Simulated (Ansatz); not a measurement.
Clusters of 6 atoms, IV-VI: PBE0-D4/def2-SVP single points in Ansatz on relaxed structures, gas phase. Each cluster is the lowest isomer that a short search found in that spin, judged at the geometry's level, and lower ones may exist. Core potentials for Pb, Sn, Te, no spin–orbit coupling. HOMO and LUMO are taken over both spins. Binding counts from free atoms in the multiplicity of their measured ground term, without zero-point energy. Singlets are spin-restricted. A dash marks a value that wasn't run or was left out as unsound. The structures are stationary points that may keep the symmetry of their start. Remarks come from the PBE and PBE0 runs and from stability tests at other levels; not every state was tested.

Q: Estimate the order by gap (eV), lowest first.
A. Sn2S4 (singlet)
B. Ge3Se3 (singlet)
C. Pb2O4 (with 2 O–O bonds) (singlet)
D. Ge3O3 (singlet)
E. Te3Pb3⁺ (doublet)
F. Si2Se4 (singlet)
G. Pb3Se3 (singlet)

A: E (2.27), G (3.00), B (3.26), C (3.99), A (4.10), F (4.22), D (5.10).

In full:

```json
{"species": "Sn2S4", "atoms": "6", "state": "singlet", "geometry": "PBE-D4/def2-SVP", "HOMO (eV)": "-6.25", "LUMO (eV)": "-2.14", "gap (eV)": "4.10", "binding per atom (eV)": "2.95", "point group (within 0.1 Å)": "Ci", "remarks": "–"}
{"species": "Pb2O4 (with 2 O–O bonds)", "atoms": "6", "state": "singlet", "geometry": "PBE-D4/def2-SVP", "HOMO (eV)": "-6.00", "LUMO (eV)": "-2.01", "gap (eV)": "3.99", "binding per atom (eV)": "–", "point group (within 0.1 Å)": "–", "remarks": "triplet 0.70 eV lower at PBE0-D4/def2-TZVP (not tabulated)"}
{"species": "Te3Pb3⁺", "atoms": "6", "state": "doublet", "geometry": "PBE-D4/def2-SVP", "HOMO (eV)": "-9.85", "LUMO (eV)": "-7.57", "gap (eV)": "2.27", "binding per atom (eV)": "–", "point group (within 0.1 Å)": "Cs", "remarks": "–"}
{"species": "Ge3Se3", "atoms": "6", "state": "singlet", "geometry": "PBE0-D4/def2-SVP", "HOMO (eV)": "-6.28", "LUMO (eV)": "-3.02", "gap (eV)": "3.26", "binding per atom (eV)": "3.11", "point group (within 0.1 Å)": "C2v", "remarks": "–"}
{"species": "Ge3O3", "atoms": "6", "state": "singlet", "geometry": "r2SCAN-D4/def2-SVP", "HOMO (eV)": "-7.11", "LUMO (eV)": "-2.01", "gap (eV)": "5.10", "binding per atom (eV)": "4.14", "point group (within 0.1 Å)": "D3h", "remarks": "–"}
{"species": "Pb3Se3", "atoms": "6", "state": "singlet", "geometry": "r2SCAN-D4/def2-SVP", "HOMO (eV)": "-5.91", "LUMO (eV)": "-2.90", "gap (eV)": "3.00", "binding per atom (eV)": "2.85", "point group (within 0.1 Å)": "C2v", "remarks": "–"}
{"species": "Si2Se4", "atoms": "6", "state": "singlet", "geometry": "PBE0-D4/def2-SVP", "HOMO (eV)": "-7.11", "LUMO (eV)": "-2.89", "gap (eV)": "4.22", "binding per atom (eV)": "3.27", "point group (within 0.1 Å)": "D2h", "remarks": "–"}
```

The gap (eV) runs from 2.27 (Te3Pb3⁺) to 5.10 (Ge3O3).
